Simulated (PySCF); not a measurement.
CH7FN2Si, SMILES CN[Si@H](N)F.

Geometry: r2SCAN-D4/def2-SVP. The structure was generated by enumeration; whether it is a known compound was not checked. Other conformers were not sampled.

Two levels are set side by side: PBE/def2-TZVP (PySCF) and HF/def2-TZVP (PySCF). Same geometry, gas phase. Differences are taken from unrounded values.

```tsv
quantity	HF
orbital gap (eV)	14.20
highest occupied level (eV)	-10.57
lowest empty level (eV)	3.63
dipole moment (D)	2.34
mean polarisability (bohr³)	47.0
```

### Question
What does PBE give, and how far is it from HF? (The exact figures need the calculation; the answer reports its results.)

### Answer

```csv
quantity,PBE,PBE minus HF
orbital gap (eV),5.90,-8.30
highest occupied level (eV),-5.72,4.85
lowest empty level (eV),0.18,-3.45
dipole moment (D),2.22,-0.12
mean polarisability (bohr³),54.1,7.2
```

Without exact exchange PBE keeps part of each electron's self-repulsion, which lifts occupied levels and narrows the gap. Loosely held outer electrons make PBE densities more polarisable. Differences between two approximate levels are no errors against the true value.

Rough cost on one machine, each run with all the roots and properties that it gave: HF against PBE about 1/4.
